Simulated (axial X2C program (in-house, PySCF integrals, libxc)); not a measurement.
Spectroscopic constants of TeO⁻

All values were computed with an axial X2C code built on PySCF integrals. Spin-free means the one-electron spin-free X2C Hamiltonian; two-component (2c) means X2C with spin–orbit coupling and atomic mean-field two-electron Coulomb and Gaunt terms, so the difference of the two also holds small scalar two-electron terms. Basis: Te dyall-acv3z [12s13p9d5f1g], O dyall-av3z [7s6p3d2f] (cores contracted in-house); Gaussian nuclei, density fitting, unrestricted open shells. Masses: Te 129.906 u, O 15.995 u.

The run was started with this input:
```json
{"zs": [52, 8], "q": -1, "bas": ["dyall-acv3z", "dyall-av3z"], "levels": ["PBE0", "HF", "r2SCAN"], "cc": true, "r0": 1.85, "thr": -1.0, "nmax": 90, "npts": 10, "nst": 2, "ntry": 6}
```
```bash
python so2c.py task.json out
```

Keys: zs atomic numbers; q charge; bas basis sets; levels methods; cc coupled cluster on or off; r0 starting distance in Å; thr threshold in hartree for freezing inner shells (an s shell follows its p shell); nmax most natural virtual spinors; npts points on the curve; nst determinants followed; ntry starts of the search. HF also brings MP2.

State, spin-free: M_S = 1/2, Λ = 1 (beyond evenly filled blocks: π+α, π+β, π-α); electrons by block: σα: 13, σβ: 13, π+α: 7, π+β: 7, π-α: 7, π-β: 6, δ+α: 2, δ+β: 2, δ-α: 2, δ-β: 2. Fragments: Te- + O.

State, 2c: Ω = 3/2 (⟨Sz⟩ = 0.50, ⟨Lz⟩ = 1.00 at PBE0); electrons by block: 1/2: 20, -1/2: 20, 3/2: 9, -3/2: 8, 5/2: 2, -5/2: 2. Fragments: Te- + O.

```csv
Hamiltonian,level,Re (Å),ωe (cm⁻¹),ωexe (cm⁻¹),Be (cm⁻¹),De (eV),μ (D)
spin-free,PBE0,1.883,702.7,3.48,0.3338,3.56,-2.79
spin-free,r2SCAN,1.896,683.5,3.36,0.3294,3.68,-2.69
2c,PBE0,1.885,702.2,3.43,0.3333,3.54,-2.99
2c,r2SCAN,1.897,681.2,3.38,0.3288,n/a,-2.86
```

Dipoles are positive if O is the positive end and refer to the centre of mass.

The state is a single determinant with fixed occupations, the lowest that a limited PBE0 search found. De is counted from the lowest determinant-based energies of the atoms at the same level, without counterpoise correction. De is not given where an atomic determinant may have missed its ground term or J level, or where the truncated virtual space spoils (T). Density functionals use the spin component along the axis (collinear). The 2c atoms are single determinants rather than J levels; their spin–orbit lowering is only partly caught, and De is too large by that part. This holds for PBE0. The functionals have no current-density term, which raises determinants with orbital currents, atoms included. The highest occupied level of some functionals is positive through self-interaction error; at Hartree–Fock it is bound.

No reliable constants came from CCSD (2c), CCSD (spin-free), CCSD(T) (2c), CCSD(T) (spin-free), HF (2c), HF (spin-free), MP2 (2c), MP2 (spin-free): no minimum in range, unconverged points, a curve that is not smooth, a change of character along it, or the two Hamiltonians disagreeing along it.

Rough cost a point (2c) on 1 thread(s) of a shared host, integrals apart: PBE0 1.9 s, r2SCAN 1.6 s.

The whole task took 4.5 min on 1 thread of Arm Neoverse V1 (shared host).
